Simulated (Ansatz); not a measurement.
A run for Ansatz (a program for electronic structure): U-B97M-V/def2-TZVPP on F3Si (SMILES F[Si](F)F).

Ansatz 0.2 input:
```yaml
crystal:
  periodic: [false, false, false]
  atoms:
    - {symbol: Si, position_ang: [-0.00194166, -0.00206568, -0.42668994]}
    - {symbol: F, position_ang: [1.48364372, -0.00920136, 0.13506139]}
    - {symbol: F, position_ang: [-0.73233542, 1.28974778, 0.13942327]}
    - {symbol: F, position_ang: [-0.74926663, -1.27848074, 0.15220529]}
basis:
  gaussian:
    orbitals: def2-TZVPP
hamiltonian:
  xc: {name: B97M-V}
magnetization: {spin_polarized: true, initial_magnetization: 1}
```

Output:

```
WARN ansatz: RAYON_NUM_THREADS=4 ignored (pool sized by the plan → 4); use --threads N
Functional definition: B97M-V
integrals: 0.05 GiB planned
756 factors; their error is unknown
mean field: 0.63 GiB planned
mean field evaluation 1: about -16026.6707 eV, gradient 4.0e1 eV
mean field evaluation 2: about -16015.3050 eV, gradient 7.3e1 eV
mean field evaluation 4: about -16030.9866 eV, gradient 8.0e-1 eV
mean field evaluation 8: about -16030.9753 eV, gradient 5.0e-2 eV
mean field -16030.97530272 eV, -589.1274761895 hartree, gradient 7.0e-5 eV, S^2 0.751263; 0 other end points of the search recorded, 0 dependent functions left out
reference -16030.97534632 eV, -589.1274777919 hartree; 21, 20 occupied and 114, 115 virtual orbitals, 756 factors
Total energy: -16030.97534632 eV, -589.1274777919 hartree
```

The run converged.

Cost: roughly 11 core-seconds.
